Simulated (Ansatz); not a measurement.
Ansatz (a program for electronic structure) input (HF/3-21G): The .json file is the Basis Set Exchange's 3-21G.

Ansatz 0.2 input:
```yaml
crystal:
  periodic: [false, false, false]
  atoms:
    - {symbol: Cl, position_ang: [-0.04437200, -1.69641600, 0.34948200]}
    - {symbol: Si, position_ang: [-0.52029800, 0.06652000, -0.60843400]}
    - {symbol: Cl, position_ang: [0.47565000, 1.64401700, 0.26999700]}
    - {symbol: H, position_ang: [-0.04755000, -0.04049800, -2.01305800]}
basis:
  gaussian:
    orbitals: 3-21G.json
hamiltonian:
  xc: {name: HF}
magnetization: {spin_polarized: true, initial_magnetization: 1}
relax: {f_tol: 0.003, max_steps: 120}
```

From the output:

```
relax step   3: F+E_penalty+E_count = -32724.85774155 eV  Δ(F+E_penalty+E_count) = -6.602e-3 eV  max|allowed force component| = 6.310e-2 eV/Å  Δτ_max = 0.0363 Å  (30 SCF iters, accepted)
these checks for a lower state are left out or cut short: starts, cluster_reference, orbital_swaps, neighbouring_geometries, increment
integrals: 0.00 GiB planned
496 factors; integrals over basis functions are off by at most 2.6e-4 eV
mean field: 0.12 GiB planned
mean field evaluation 32: about -32724.8581 eV, gradient 4.3e-2 eV
mean field -32724.85812545 eV, -1202.6163544048 hartree, gradient 1.1e-5 eV, S^2 0.753644; 0 other end points of the search recorded, 0 dependent functions left out
the calculation of the forces begins
reference -32724.85812545 eV, -1202.6163544048 hartree; 25, 24 occupied and 16, 17 virtual orbitals, 496 factors
relax step   4: F+E_penalty+E_count = -32724.85812545 eV  Δ(F+E_penalty+E_count) = -3.839e-4 eV  max|allowed force component| = 8.426e-3 eV/Å  Δτ_max = 0.0067 Å  (31 SCF iters, accepted)
these checks for a lower state are left out or cut short: starts, cluster_reference, orbital_swaps, neighbouring_geometries, increment
integrals: 0.00 GiB planned
496 factors; integrals over basis functions are off by at most 2.6e-4 eV
mean field: 0.12 GiB planned
mean field -32724.85813305 eV, -1202.6163546841 hartree, gradient 1.1e-5 eV, S^2 0.753638; 0 other end points of the search recorded, 0 dependent functions left out
the calculation of the forces begins
reference -32724.85813305 eV, -1202.6163546841 hartree; 25, 24 occupied and 16, 17 virtual orbitals, 496 factors
relax step   5: F+E_penalty+E_count = -32724.85813305 eV  Δ(F+E_penalty+E_count) = -7.602e-6 eV  max|allowed force component| = 1.240e-3 eV/Å  Δτ_max = 0.0011 Å  (32 SCF iters, accepted)
integrals: 0.00 GiB planned
496 factors; integrals over basis functions are off by at most 2.6e-4 eV
mean field: 0.12 GiB planned
mean field -32724.85813305 eV, -1202.6163546841 hartree, gradient 1.1e-5 eV, S^2 0.753638; 1 other end points of the search recorded, 0 dependent functions left out
the calculation of the forces begins
reference -32724.85813305 eV, -1202.6163546841 hartree; 25, 24 occupied and 16, 17 virtual orbitals, 496 factors
Total energy: -32724.85813305 eV, -1202.6163546841 hartree
Atom 0 at    -0.048362    -1.792050     0.372849 Å, force    -0.000021     0.000272    -0.000150 eV/Å
Atom 1 at    -0.538502     0.068679    -0.636805 Å, force     0.000488    -0.000099    -0.000954 eV/Å
Atom 2 at     0.501072     1.737319     0.288868 Å, force    -0.000104    -0.000259    -0.000137 eV/Å
Atom 3 at    -0.050779    -0.040325    -2.026924 Å, force    -0.000363     0.000086     0.001240 eV/Å
Dipole moment:    -0.446031     0.056141    -0.558723 e Å
```

The geometry given is a B3LYP-D3(BJ)/def2-TZVP minimum.
